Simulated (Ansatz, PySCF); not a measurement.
Molecule: sum formula BeHCl (charge 0, singlet). SMILES: [BeH][Cl]
Coordinates optimised at B3LYP-D3(BJ)/def2-TZVP (Ansatz, an electronic-structure program):
```xyz
3

Be     0.0000     0.0000    -1.3353
H      0.0000     0.0000    -2.6579
Cl     0.0000     0.0000     0.4705
```
Charge 0, spin multiplicity 1.

Wanted: vertical ionisation energy (to the doublet state of charge +1; each state is the SCF solution reached for its spin), in eV. Correlated levels leave the core frozen unless marked. UHF or UKS for open shells. No spin-orbit coupling. Non-relativistic. CBS(X,Y): correlation extrapolated as X^-3; Hartree-Fock from the larger set.

```tsv
level	program	vertical ionisation energy (eV)	minus last row
PBE/def2-TZVPD	Ansatz	11.90	-0.81
r2SCAN/def2-TZVPD	Ansatz	12.08	-0.63
B3LYP/def2-TZVPD	Ansatz	12.22	-0.49
PBE0/def2-TZVPD	Ansatz	12.25	-0.46
CAM-B3LYP/def2-TZVPD	Ansatz	12.48	-0.23
wB97X-V/def2-TZVPD	Ansatz	12.58	-0.13
CCSD/def2-SVPD	Ansatz	12.42	-0.29
CCSD/CBS(def2-TZVPPD,def2-QZVPPD)	Ansatz	12.61	-0.10
CCSD(T)/def2-SVPD	Ansatz	12.47	-0.24
CCSD(T)/CBS(def2-TZVPPD,def2-QZVPPD)	Ansatz	12.71	0.00
```

For comparison, minus the highest occupied orbital energy (PySCF): 8.52 eV at M06-L/def2-TZVPD, 10.93 eV at M06-2X/def2-TZVPD, 8.16 eV at BLYP/def2-TZVPD.
